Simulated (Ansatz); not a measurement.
C2H7NOSi can be A, `C[Si@H]1O[C@@H]1N`, or B, `C/C(O)=N\[SiH3]`.

Program: Ansatz. Geometries: PBE0-D4/def2-TZVP. ΔE: electronic, gas phase. CBS: MP2 limit from def2 TZ/QZ plus the TZ coupled-cluster correction, frozen cores. DFT in def2-TZVPP. B3LYP here is the variant with VWN-RPA as its local correlation; programs differ in this. Each species was taken in one conformer, which may not be the lowest.

Task: Which isomer does CCSD(T)/CBS put lower? Give the gap. (Best estimate.)

Result: The calculation gave: B, by 43.8 kJ/mol.

Task: Give E(B) − E(A) in kJ/mol with MP2/def2-TZVPP, ωB97M-V, r2SCAN-D4, B2PLYP, B3LYP, CCSD(T)/def2-TZVPP, CCSD/def2-TZVPP. (Best estimate.)

Result: Computed: MP2/def2-TZVPP -43.1, ωB97M-V -45.0, r2SCAN-D4 -43.2, B2PLYP -51.8, B3LYP -54.9, CCSD(T)/def2-TZVPP -49.6, CCSD/def2-TZVPP -52.0. None reverses the order clearly.

Largest T1 diagnostic: 0.013.

From PBE to PBE0 (25 % exact exchange), in def2-TZVPP and without D4, E(B) − E(A) moves by −3.8 kJ/mol. In def2-TZVPP, CCSD(T) changes the Hartree–Fock value by +39.7 kJ/mol (the triples alone add +2.3 kJ/mol) and MP2 by +46.3 kJ/mol.
